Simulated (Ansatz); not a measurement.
The cluster RuO2⁺ was relaxed with PBE0-D4 (def2-TZVP) in Ansatz in these states: charge +1 doublet, charge +1 quartet. The geometries follow in no particular order.

In the def2 sets Ru takes a core potential; there is no spin–orbit coupling.

A:

```xyz
3

Ru   -0.134    0.328   -0.249
O    -1.299   -0.268    0.722
O     1.433   -0.060   -0.472
```

B:

```
atom   x (Å)   y (Å)   z (Å)
 Ru1  -0.278   0.522  -0.246
  O2  -0.627  -0.145   1.236
  O3   0.905  -0.377  -0.990
```

Problem. Judge from the bond lengths which geometry belongs to which state (an estimate).

Solution. A is the charge +1 doublet (Ru1–O2 1.629 Å, Ru1–O3 1.629 Å); B is the charge +1 quartet (Ru1–O2 1.662 Å, Ru1–O3 1.662 Å).

At PBE0-D4/def2-TZVP a doublet lies 0.32 eV below the charge +1 quartet. These are the stationary points nearest to one start from a short search; other shapes may lie lower in each state.
